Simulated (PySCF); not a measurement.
# Computed records: B₃FH₅, CH₅AlB₂, B₂FH₄Si

Computed with PySCF 2.14.0. Calculation on a computer-drawn molecule: optimised geometry and harmonic frequencies of an isolated molecule of the commonest isotopes, restricted reference for singlets and unrestricted otherwise, frozen core in MP2.

Common to all runs: multiplicity 1; method HF.

(1) B₃FH₅

Start structure:
```xyz
9
B3FH5
B     -1.7870     1.3297    -0.1128
B     -0.8572     0.7860     1.0418
B     -0.6598    -0.9557     1.1984
F     -1.3986    -1.8025     0.3005
H     -3.0219     1.4605     0.1260
H     -1.5268     1.5225    -1.1851
H     -0.0551     1.3530     1.8316
H      0.4912    -1.2116     0.9511
H     -0.9869    -1.2915     2.2948
```

```
charge                                        : -1
basis                                         : aug-cc-pVDZ
rotational constants                          : 13.01, 4.66, 3.637 GHz
total energy                                  : -176.4083 hartree
convergence status largest gradient component : 1.241e-05 hartree/bohr
```

Drawn bonds:
```csv
atom,other atom,order
1,2,1
2,3,1
3,4,1
1,5,1
1,6,1
2,7,1
3,8,1
3,9,1
```

Optimised structure:
```xyz
9
B3FH5
B     -1.8559     1.3539    -0.1014
B     -0.8170     0.7069     1.0343
B     -0.6214    -1.0184     1.2039
F     -1.4498    -1.8073     0.2621
H     -3.0303     1.5590     0.1232
H     -1.5161     1.5964    -1.2405
H     -0.1681     1.4283     1.7745
H      0.5827    -1.2956     1.0159
H     -0.9263    -1.3330     2.3745
```

Modes:
```csv
frequency (cm⁻¹),reduced mass (dalton)
80.4,1.46
99.02,3.903
297,1.156
363.6,3.626
460.5,1.168
592.5,1.232
643.9,2.694
755.5,1.663
865.1,3.353
935.8,1.822
959.5,2.948
1039,1.118
1071,1.523
1158,1.363
1201,1.1
1273,1.285
2255,1.1
2286,1.05
2509,1.084
2564,1.066
2588,1.117
```

(2) CH₅AlB₂

Start structure:
```xyz
9
CH5AlB2
B     -2.2887     0.4713    -0.1323
B     -0.7547    -0.0615    -0.1558
C      0.5235     0.9256    -0.1856
Al     1.3338     1.7070    -1.8749
H     -2.7436     0.9558    -1.0944
H     -2.8716     0.4462     0.8161
H     -0.4693    -1.2022    -0.2218
H      0.2655     1.9036     0.3142
H      1.3615     0.5074     0.3661
```

```
charge                                        : 0
basis                                         : cc-pV(D+d)Z
rotational constants                          : 14.79, 2.731, 2.501 GHz
total energy                                  : -332.0103 hartree
convergence status largest gradient component : 1.936e-05 hartree/bohr
```

Drawn bonds:
```csv
atom,other atom,order
1,2,1
2,3,1
3,4,1
1,5,1
1,6,1
2,7,1
3,8,1
3,9,1
```

Optimised structure:
```xyz
9
CH5AlB2
B     -2.3000     0.4922    -0.1539
B     -0.6739     0.0188    -0.1656
C      0.5383     0.9666    -0.0805
Al     1.2768     1.5729    -1.8757
H     -2.8709     0.8622    -1.1516
H     -2.9683     0.4565     0.8484
H     -0.4573    -1.1640    -0.3340
H      0.3626     1.9380     0.4068
H      1.4491     0.5101     0.3377
```

Modes:
```csv
frequency (cm⁻¹),reduced mass (dalton)
84.82,3.64
166.2,1.987
233.1,2.23
322.5,1.284
469.1,1.214
504.6,3.421
685.5,1.225
759.8,2.266
837.4,1.159
873.3,1.347
977.2,1.789
1038,1.568
1111,1.739
1225,1.328
1311,1.642
1519,1.173
2591,1.086
2637,1.063
2693,1.118
3105,1.056
3157,1.103
```

(3) B₂FH₄Si

Start structure:
```xyz
8
B2FH4Si
B     -1.1629    -1.0734    -1.9507
B     -0.1680    -0.2895    -0.9657
Si     1.5648     0.4087    -1.3692
F      1.5723     1.6980    -2.1351
H     -1.2477    -2.2250    -1.8981
H     -1.8955    -0.5265    -2.6256
H     -0.6297     0.0020     0.1061
H      3.0149     0.1057    -1.1779
```

```
charge                                        : 1
basis                                         : cc-pV(D+d)Z
rotational constants                          : 14.88, 2.8, 2.587 GHz
total energy                                  : -439.7800 hartree
convergence status largest gradient component : 1.668e-05 hartree/bohr
```

Drawn bonds:
```csv
atom,other atom,order
1,2,1
2,3,1
3,4,1
1,5,1
1,6,1
2,7,1
3,8,1
```

Optimised structure:
```xyz
8
B2FH4Si
B     -1.2170    -1.1358    -1.9530
B     -0.2377    -0.2170    -0.9335
Si     1.5974     0.4854    -1.4004
F      1.6814     1.8812    -2.1053
H     -1.1334    -2.3281    -1.9393
H     -1.9972    -0.5859    -2.6717
H     -0.5692     0.0894     0.1753
H      2.9239    -0.0893    -1.1884
```

Modes:
```csv
frequency (cm⁻¹),reduced mass (dalton)
78.93,3.114
173.5,2.477
192,2.328
333.3,1.485
477.5,1.119
508.1,1.946
541.2,1.918
789.4,1.306
820.6,1.465
892.9,1.287
959.4,2.629
1013,5.3
1060,1.896
1226,1.184
2444,1.045
2707,1.05
2740,1.09
2804,1.125
```
